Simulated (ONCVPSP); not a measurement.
# Configuration tests for bismuth (Bi) (ONCV)

Bi, optimised norm-conserving Vanderbilt (ONCV), made with ONCVPSP 4.0.1 (PBEsol, fully relativistic). Core [Xe] 4f14, reference 5d10 6s2 6p3. Waves: 6s: rc 1.75 bohr, ncon 4, nbas 7, qcut 3.4 1/bohr, 2 projectors, debl 1.2 Ha; 6p: rc 2.00 bohr, ncon 4, nbas 7, qcut 4.7 1/bohr, 2 projectors, debl 2.6 Ha; 5d: rc 1.75 bohr, ncon 4, nbas 9, qcut 10.8 1/bohr, 2 projectors, debl 4 Ha. Local part: polynomial inside 1.50 bohr (lpopt 3, dvloc0 6 Ha). Core correction: polynomial model core, fcfact 0.7.

Open shells are filled in proportion to 2j + 1.

Energies are relative to the spin-unpolarised reference configuration 5d10 6s2 6p3; without spin polarisation the order of configurations can differ from experiment.

| valence configuration | charge | ΔE all-electron (eV) | error AE − PS (meV) |
| --- | --- | --- | --- |
| 5d10 6s2 6p2 | +1 | 8.097 | -0.7 |
| 5d10 6s2 6p1 | +2 | 23.566 | -5.0 |
| 5d10 6s2 6p0 | +3 | 47.144 | -17 |
| 5d10 6s1 6p3 | +1 | 18.722 | -5.1 |

Levels in the configuration 5d10 6s2 6p2:

```csv
level,all-electron (eV),pseudo (eV)
5d j=5/2,-33.876,-33.850
5d j=3/2,-36.889,-36.860
6s j=1/2,-22.124,-22.126
6p j=3/2,-10.858,-10.860
6p j=1/2,-13.196,-13.198
```

Note: ghosts flagged at negative energy: p3/2 at -67.0 eV; GHOST(+) flagged for s at 75.7 eV. A true bound ghost makes a file unfit for plane-wave use.
